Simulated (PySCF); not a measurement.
**Ge3, singlet: structure and spectrum**

Method: PBE0/[Ge def2-TZVP], no relativity, density fitting, PySCF.

The structure is a minimum.

Z-matrix (Å, degrees; charge 0 multiplicity 1):
```
Ge
Ge 1 2.2948
Ge 1 2.2948 2 81.11
```

| Property | Result |
| --- | --- |
| Point group | C2v |
| Bond lengths | Ge–Ge 2.295 Å (×2), Ge–Ge 2.984 Å |
| Bond angles | Ge–Ge–Ge 49.4° (×2), Ge–Ge–Ge 81.1° |
| Lowest empty level | -3.49 eV |
| Highest occupied level | -6.06 eV |
| Rotational symmetry number | 2 |
| Atomisation energy without zero-point energy | 616 kJ/mol |
| Heat capacity Cp at 298.15 K | 55.1 J/(mol K) |
| Principal quadrupole moments (Buckingham, traceless) about the centre of mass | -1.19, -0.67, 1.87 D Å |
| Rotational constants | 0.1125, 0.05122, 0.0352 cm⁻¹ |
| Dipole moment | 0.25 D |
| Entropy at 298.15 K and 1 bar | 314.4 J/(mol K) |
| Zero-point energy | 4.4 kJ/mol |
| Enthalpy at 298.15 K above 0 K | 13.90 kJ/mol |
| Principal polarisabilities | 67.7, 106.0, 145.7 bohr³ |

Harmonic modes (masses in u: Ge 73.921):
```csv
symmetry,ω (cm⁻¹),IR (km/mol),μ (u)
a1,109,1.0,73.92
b2,316,15.5,73.92
a1,317,2.6,73.92
```

In C2v the vibrations span 2a1 + b2. Here b1 is antisymmetric to the molecular plane and b2 lies in it.

Charges (e):
```json
{"atom": "Ge1", "Mulliken": "-0.08", "Löwdin": "-0.14", "polar tensor": "-0.32", "Mayer order to Ge1": "–"}
{"atom": "Ge2,3", "Mulliken": "0.04", "Löwdin": "0.07", "polar tensor": "0.16", "Mayer order to Ge1": "1.60"}
```
Other Mayer orders above 0.3: Ge–Ge 0.91.

Mulliken populations on Ge1: s 7.71, p 14.27, d 10.09, f 0.01.

Only a few start shapes were tried, so a lower isomer may exist.

The final relaxation and frequency run took 56 s on 2 threads of a shared Intel Xeon Platinum 8559C (Emerald Rapids) host, with 144 basis functions and 8 gradients; the process peaked at 1.2 GiB.
